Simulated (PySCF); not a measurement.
Vertical excitations of a molecule C5H5Cl from TDA-CAM-B3LYP/def2-SVPD in PySCF, as energy in eV (oscillator strength): 5.46 (0.000), 5.57 (0.395), 5.75 (0.000), 6.56 (0.013), 6.85 (0.001), 6.96 (0.000), 7.05 (0.355), 7.57 (0.006), 7.60 (0.005), 7.86 (0.025). Lowest triplet (TDA): 3.14 eV. The structure is a stationary point at PBE-D3(BJ)/def2-SVP. Other conformers were not sampled.

Problem. Which structure fits?
A) C#C/C(Cl)=C\C
B) C#CC/C=C/Cl
C) CC#C/C=C\Cl
D) C#C/C(C)=C/Cl

Solution. D, C#C/C(C)=C/Cl
